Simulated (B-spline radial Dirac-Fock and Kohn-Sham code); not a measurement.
**Magnetic form factor of the 4f shell of Os¹³⁺**

System: Os¹³⁺ in the configuration [Kr] 4d10 4f13 5s2 5p2.

Level of theory: configuration-average Dirac-Fock orbitals; a B-spline atomic structure program. ⟨j_K⟩ is the integral of the 4f radial density with the spherical Bessel function j_K(4πsr), s = sin θ/λ.

| s (Å⁻¹) | ⟨j0⟩ | ⟨j2⟩ | ⟨j4⟩ | ⟨j6⟩ |
| --- | --- | --- | --- | --- |
| 0 | 1.0000 | 0.0000 | 0.0000 | 0.0000 |
| 0.03 | 0.9979 | 0.0009 | 0.0000 | 0.0000 |
| 0.04 | 0.9962 | 0.0015 | 0.0000 | 0.0000 |
| 0.05 | 0.9941 | 0.0024 | 0.0000 | 0.0000 |
| 0.07 | 0.9885 | 0.0046 | 0.0000 | 0.0000 |
| 0.09 | 0.9810 | 0.0075 | 0.0000 | 0.0000 |
| 0.11 | 0.9718 | 0.0112 | 0.0001 | 0.0000 |
| 0.15 | 0.9483 | 0.0204 | 0.0002 | 0.0000 |
| 0.19 | 0.9186 | 0.0319 | 0.0005 | 0.0000 |
| 0.25 | 0.8637 | 0.0526 | 0.0014 | 0.0000 |
| 0.32 | 0.7877 | 0.0801 | 0.0034 | 0.0001 |
| 0.42 | 0.6654 | 0.1210 | 0.0089 | 0.0005 |
| 0.54 | 0.5141 | 0.1647 | 0.0198 | 0.0017 |
| 0.7 | 0.3321 | 0.2026 | 0.0402 | 0.0056 |
| 0.91 | 0.1562 | 0.2126 | 0.0695 | 0.0153 |
| 1.18 | 0.0323 | 0.1805 | 0.0965 | 0.0328 |
| 1.53 | -0.0221 | 0.1176 | 0.1043 | 0.0531 |

Radial moments of the shell: ⟨r²⟩ = 0.3210, ⟨r⁴⟩ = 0.1940, ⟨r⁶⟩ = 0.1951 in powers of bohr.

Values without a named source are computed, but for edge energies of neutral atoms, which are taken from tables.
